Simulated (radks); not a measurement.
The numbers below are computed, except where a source is named.
Species: Bi I. Configuration: [Hg] 6p3 (the NIST ground configuration). Level of theory: Dirac Kohn-Sham, PBEsol, spin-unpolarised, spherical densities, finite nucleus; open shells are shared between the two j in proportion to 2j + 1; Fermi nuclear charge, rms radius 5.5211 fm (a radial shooting solver on a logarithmic mesh with Libxc functionals).

Radial electron density D(r) = 4 pi r^2 rho(r):

```
   r/bohr * D(r) (the largest magnitude, 153, reaches the edge; | marks zero)
0.0007058 |  *
0.0009642 |    *
 0.001317 |      *
   0.0018 |          *
 0.002458 |               *
 0.003332 |                     *
 0.004552 |                             *
 0.006219 |                                     *
 0.008496 |                                          *
  0.01161 |                                           *
  0.01573 |                                        *
  0.02149 |                                      *
  0.02936 |                                           *
  0.04011 |                                                    *
  0.05479 |                                                      *
  0.07426 |                                              *
   0.1014 |                                              *
   0.1386 |                                                    *
   0.1893 |                                      *
   0.2566 |                              *
   0.3506 |                                   *
   0.4789 |                       *
   0.6543 |           *
   0.8939 |        *
    1.211 |    *
    1.655 | *
    2.261 |*
    3.089 |*
     4.22 *
    5.719 *
    7.813 *
    10.67 *
```

D(r) has 4 maxima, at r = 0.0105, 0.0486, 0.135, 0.345 bohr, and minima at 0.0210, 0.0864, 0.247 bohr, inside which lie 2.05, 11.02, 30.17 electrons.
